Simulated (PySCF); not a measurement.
## Working out the ionisation energy of S+

S+ [Ne] 3s2 3p3 (4S) → S(2+) [Ne] 3s2 3p2 (3P). Calculation: PySCF 2.14, in aug-cc-pwCVDZ (6s5p3d, 36 functions); the non-relativistic Hamiltonian (point nucleus). Frozen: 1s2. Energies in hartree (1 hartree = 27.21139 eV):

| part | S+ (lower) | S(2+) (upper) |
| --- | --- | --- |
| UHF | -397.160287 | -396.325106 |
| CCSD correlation | -0.237499 | -0.223241 |
| (T) | -0.002546 | -0.002265 |

What does Hartree-Fock give?

(-396.325106) − (-397.160287) = 0.835181 hartree = 22.726 eV.

What do CCSD and CCSD(T) give?

The CCSD correlation energies differ by 0.014258 hartree = 0.388 eV and the triples by 0.000281 hartree = 0.008 eV, so CCSD gives 23.114 eV and CCSD(T) 23.122 eV.

A first-order spin-orbit estimate adds -0.061 eV to CCSD(T) (valence and next inner shell), giving 23.061 eV against 23.338 eV (measured; NIST Atomic Spectra Database, ionization energies).

A double-zeta basis recovers only part of the correlation energy.

What remains against the reference includes basis incompleteness, the frozen core and higher excitations.
